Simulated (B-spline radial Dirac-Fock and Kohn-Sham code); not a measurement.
## Au²⁺: input and output of one calculation

ΔSCF core binding energies without Breit or QED terms, calculated with a radial atomic solver. Keys: rel is the Hamiltonian (dirac, or spin-free x2c and nr, where L3 and M5 stand for the whole 2p and 3d shells), method is hf or an exchange,correlation pair (spin-unpolarised, also for the hole states), nuc the nuclear model, radius_factor scales its radius, rmax is the box in bohr, h the logarithmic mesh step, order the B-spline order, points the quadrature points per cell, c_factor scales the speed of light, and damp, ndamp, maxit and tol steer the iteration. The run stops when the commutator error falls below 10·tol·max(1, Z/10), or the numerical noise floor, and the energy has settled to about 1e-8 Ha; the virial ratio is −V/T.

Input (task.json):

```json
{"items": [{"Z": 79, "q": 2, "cfg": [[1, 0, 2], [2, 0, 2], [2, 1, 6], [3, 0, 2], [3, 1, 6], [3, 2, 10], [4, 0, 2], [4, 1, 6], [4, 2, 10], [4, 3, 14], [5, 0, 2], [5, 1, 6], [5, 2, 9]], "A": 197, "rrms": 5.4371, "do": "settings", "holes": ["K", "L3", "M5"],
  "settings": [{"rel": "dirac", "method": "hf", "nuc": "fermi", "radius_factor": 1.0, "rmax": 45.0, "h": 0.3, "order": 8, "points": 10, "c_factor": 1.0, "maxit": 60, "damp": 0.5, "ndamp": 3, "tol": 1e-14}]}]}
```

Command: `python xray2_run.py task.json out`

Ground-state iterations:

```
iter   energy (Ha)        error
   1   -19033.55753964  2.24e+00
   2   -19034.34030735  1.71e-01
   3   -19034.56961100  2.41e-02
   4   -19034.57121663  1.16e-02
   5   -19034.57189339  1.09e-03
   6   -19034.57191581  3.65e-04
   7   -19034.57191692  6.56e-05
   8   -19034.57191697  1.18e-05
   9   -19034.57191697  3.41e-06
  10   -19034.57191697  4.82e-07
  11   -19034.57191697  3.69e-08
```

The ground state converged in 11 iterations, with total energy -19034.57192 Ha, virial ratio 1.87133 and highest orbital energy -32.78 eV. ΔSCF binding energies: K (1s) 81185.6 eV, L3 (2p3/2) 11984.3 eV. Holes are computed only in closed shells, and unreliable hole states are left out.

One setting is outside the advised range (tolerance below the noise), but here it does no visible harm: the result matches the run with default settings.
